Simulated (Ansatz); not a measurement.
FH4NOSi (`N[SiH](O)F`). Charge 0, multiplicity 1. The geometry is a stationary point of PBE0-D4/def2-TZVP. It is one conformer, not always the lowest.

```xyz
8

N     0.713   -0.640    0.700
Si   -0.050    0.234   -0.542
O    -1.622    0.479   -0.192
F     0.776    1.596   -0.632
H     1.701   -0.541    0.863
H     0.372   -1.540    0.997
H    -0.061   -0.350   -1.895
H    -1.829    0.762    0.701
```

**Question.** What is the dipole moment at PBE/def2-TZVPP? (Estimate.)

**Answer.** Ansatz gave: 2.51 D, with components (0.40, -1.65, 1.85) D in this frame, pointing from negative to positive charge.

**Question.** And with r2SCAN, B3LYP, ωB97M-V? (An estimate is asked.)

**Answer.** The calculation gave: r2SCAN 2.55 D, B3LYP 2.54 D, ωB97M-V 2.55 D.

**Question.** Give the Mulliken charges with PBE, r2SCAN, ωB97M-V in def2-TZVPP. (Best estimate.)

**Answer.** The calculation gave: 
| atom | PBE | r2SCAN | ωB97M-V |
| --- | --- | --- | --- |
| N1 | -0.39 | -0.46 | -0.37 |
| Si2 | 0.65 | 0.79 | 0.72 |
| O3 | -0.35 | -0.42 | -0.38 |
| F4 | -0.29 | -0.33 | -0.32 |
| H5 | 0.16 | 0.17 | 0.13 |
| H6 | 0.15 | 0.16 | 0.12 |
| H7 | -0.12 | -0.12 | -0.07 |
| H8 | 0.19 | 0.21 | 0.18 |

B3LYP here is the variant with VWN-RPA as its local correlation; programs differ in this.
